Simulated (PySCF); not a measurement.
Si(F)(Cl)(OMe)(NH2) (CH5ClFNOSi), SMILES CO[Si](N)(F)Cl.

Geometry optimised at B3LYP-D3(BJ)/def2-SVP. This is a generated structure with no PubChem entry under its InChIKey; it may be hypothetical. Other conformers were not sampled.

Two levels are set side by side: PBE/def2-TZVP (PySCF) and PBE0/def2-TZVP (PySCF). Same geometry, gas phase. Differences are taken from unrounded values.

| quantity | PBE0 | PBE | PBE minus PBE0 |
|---|---|---|---|
| orbital gap (eV) | 8.85 | 6.41 | -2.44 |
| highest occupied level (eV) | -8.32 | -6.77 | 1.55 |
| lowest empty level (eV) | 0.53 | -0.36 | -0.89 |
| dipole moment (D) | 3.01 | 2.91 | -0.10 |
| mean polarisability (bohr³) | 55.7 | 58.4 | 2.6 |

PBE's occupied levels lie high since its potential decays too fast outside the molecule; exact exchange lowers them and widens the gap. PBE's more diffuse valence density responds more strongly to a field. Differences between two approximate levels are no errors against the true value.

Rough cost on one machine, each run with all the roots and properties that it gave: PBE0 against PBE within a factor of 2.
